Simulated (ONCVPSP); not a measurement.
## What the settings do to the ONCV potential of Ir

Base potential:

```
Element                 : Ir (Z = 77)
Generator               : ONCVPSP 4.0.1
Type                    : optimised norm-conserving Vanderbilt (ONCV)
Functional              : PBE
Relativity              : fully relativistic
Frozen core             : [Kr] 4d10 4f14
Valence charge          : 17
Reference configuration : 5s2 5p6 5d7 6s1 (charge +1)
Partial waves           : 5s+6s: rc 1.85 bohr, ncon 3, nbas 7, qcut 7 1/bohr, 2 projectors; 5p: rc 1.95 bohr, ncon 4, nbas 8, qcut 7.7 1/bohr, 2 projectors, debl 1.1 Ha; 5d: rc 1.50 bohr, ncon 4, nbas 7, qcut 5.4 1/bohr, 2 projectors, debl 1.5 Ha
Local potential         : polynomial inside 1.25 bohr (lpopt 4, dvloc0 0 Ha)
Core correction         : Teter function, fcfact 5.5, rcfact 1.65
```

Open shells are filled in proportion to 2j + 1.

In the p channel the program set the typed energies aside and used -2.180, 0.250 Ha (j = l + 1/2; the other j can differ).

Cutoffs, loose and tight: the cutoffs (Ha) at which the residual kinetic energy of the hardest occupied pseudo-wave falls to 1 and 0.1 mHa per electron. They do not see the model core or the augmentation charge, which bear on the density cutoff. Test errors are all-electron minus pseudo excitation energies from the reference, over the configurations 5s2 5p6 5d7 6s2; 5s2 5p6 5d7 6s0; 5s2 5p6 5d6 6s0; 5s2 5p6 5d7 6s0 6p1. A dash means not determined; rows that change the core or the reference have their own tests.

```csv
change,outcome,"cutoff, loose","cutoff, tight",bound ghosts,GHOST(+) flags above zero,largest test error (meV)
base,"generated, projector energies reset by the program",26 Ha,62 Ha,none,none,-25
"all radii but the core radius scaled by about 1.11 (s 2.04, p 2.16, d 1.66 bohr); local potential polynomial inside 1.38 bohr (lpopt 4, dvloc0 0 Ha)","generated, projector energies reset by the program",27 Ha,57 Ha,none,none,-25
"all radii but the core radius scaled by about 1.18 (s 2.18, p 2.30, d 1.78 bohr); local potential polynomial inside 1.48 bohr (lpopt 4, dvloc0 0 Ha)","generated, projector energies reset by the program",25 Ha,50 Ha,none,s,-26
"all radii but the core radius scaled by about 1.23 (s 2.28, p 2.40, d 1.84 bohr); local potential polynomial inside 1.54 bohr (lpopt 4, dvloc0 0 Ha)","generated, projector energies reset by the program",24 Ha,48 Ha,none,none,-26
"all radii but the core radius scaled by about 1.31 (s 2.42, p 2.54, d 1.96 bohr); local potential polynomial inside 1.64 bohr (lpopt 4, dvloc0 0 Ha)","generated, projector energies reset by the program",18 Ha,42 Ha,none,none,-29
```

(1) What comes out with this change to the base: all radii but the core radius scaled by about 0.95 (s 1.76, p 1.86, d 1.44 bohr); local potential polynomial inside 1.20 bohr (lpopt 4, dvloc0 0 Ha)?

(2) What comes out with this change to the base: all radii but the core radius scaled by about 0.88 (s 1.62, p 1.70, d 1.32 bohr); local potential polynomial inside 1.10 bohr (lpopt 4, dvloc0 0 Ha)?

(3) What comes out with this change to the base: all radii but the core radius scaled by about 0.81 (s 1.50, p 1.58, d 1.22 bohr); local potential polynomial inside 1.00 bohr (lpopt 4, dvloc0 0 Ha)?

Results:

(1) outcome: generated, projector energies reset by the program; cutoff, loose: 22 Ha; cutoff, tight: 61 Ha; bound ghosts: none; GHOST(+) flags above zero: none; largest test error (meV): -25.

(2) outcome: generated, projector energies reset by the program; cutoff, loose: 19 Ha; cutoff, tight: 37 Ha; bound ghosts: none; GHOST(+) flags above zero: s; largest test error (meV): -24.

(3) outcome: generated, projector energies reset by the program; cutoff, loose: 22 Ha; cutoff, tight: 34 Ha; bound ghosts: none; GHOST(+) flags above zero: s; largest test error (meV): -23.

Reading the sweep of the scale of all radii but the core radius (base = 1) (base included, trends over the rows without a ghost): The loose cutoff is not monotonic: lowest 18 Ha at 1.31, highest 27 Ha at 1.11. The median size of the test errors (rows with all tests solved) rises from 6.3 meV at 0.81 to 9.5 meV at 1.31, with one reversal. More of the atom is replaced by a form fitted at one configuration, so other configurations suffer as the radius grows.
